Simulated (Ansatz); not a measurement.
Consider the formal exchange of groups at the Si–O bond: `[SiH3][O][SbH2]` + `[GaH2][GeH3]` → `[SiH3][GeH2][GaH2]` + `[OH][SbH2]`.

Isolated molecules relaxed with PBE0-D4/def2-TZVP in Ansatz; ΔE leaves out vibrations. CCSD(T)/CBS is the MP2 limit (def2-TZVPP, def2-QZVPP) plus CCSD(T) − MP2 in def2-TZVPP, frozen cores. Functionals use def2-TZVPP. HSE06 is defined as in plane-wave codes. def2 core potentials past Kr. For Ga, Ge, Sb outer-core shells are correlated without core-valence functions, which leaves a few kJ/mol of doubt a bond. Scalar relativity is left out up to krypton.

`[SiH3][O][SbH2]`:

```xyz
8

Si    0.993    0.306    0.948
O    -0.427    0.040    0.186
Sb   -0.877   -0.793   -1.536
H     1.421    1.722    0.786
H     2.067   -0.570    0.394
H     0.830    0.014    2.396
H    -2.406   -1.339   -0.988
H    -1.602    0.620   -2.187
```

`[GaH2][GeH3]`:

Z-matrix (Å, degrees):
```
Ge
Ga 1 2.444
H 1 1.540 2 112.6
H 1 1.543 2 109.4 3 -118.6
H 1 1.540 2 113.0 3 122.3
H 2 1.572 1 120.3 3 33.0
H 2 1.572 1 120.7 3 -148.2
```

`[SiH3][GeH2][GaH2]`:

```xyz
10

Si    0.660    1.425   -0.891
Ge   -0.437   -0.668   -0.579
Ga   -0.459   -1.269    1.783
H     0.693    1.813   -2.326
H     2.057    1.344   -0.386
H    -0.050    2.486   -0.127
H     0.305   -1.715   -1.434
H    -1.863   -0.535   -1.153
H    -1.640   -0.799    2.708
H     0.733   -2.082    2.405
```

`[OH][SbH2]`:

Cartesian coordinates in Å:
```
O -0.691 -0.644 0.754
Sb 0.004 0.524 -0.677
H -1.649 -0.683 0.702
H 1.086 1.362 0.354
H 1.250 -0.559 -1.133
```

```tsv
level	ΔE (kJ/mol)
PBE-QIDH	69.5
PBE0	58.6
r2SCANh	68.0
r2SCAN0	69.9
HSE06	58.2
LC-ωPBE	69.5
CCSD(T)/def2-SVP	76.3
CCSD/def2-TZVPP	77.1
```

Question: What does CCSD(T)/CBS give? (An estimate is asked.)

Answer: The calculation gave: +71.3 kJ/mol. The listed levels differ from it by -1.8, -12.7, -3.3, -1.4, -13.1, -1.8, 5.0, 5.8 kJ/mol.

Largest T1 diagnostic among the species: 0.014.

From BLYP to BHLYP (50 % exact exchange), in def2-TZVPP and without D4, ΔE moves by +17.4 kJ/mol. Leaving LDA and LC-ωPBE aside and taking each functional with its dispersion term where it has one, the values, not all of them listed here, spread over 34.1 kJ/mol, from PBE-D4 to BHLYP-D4. LDA lies +3.4 kJ/mol from PBE without D4.
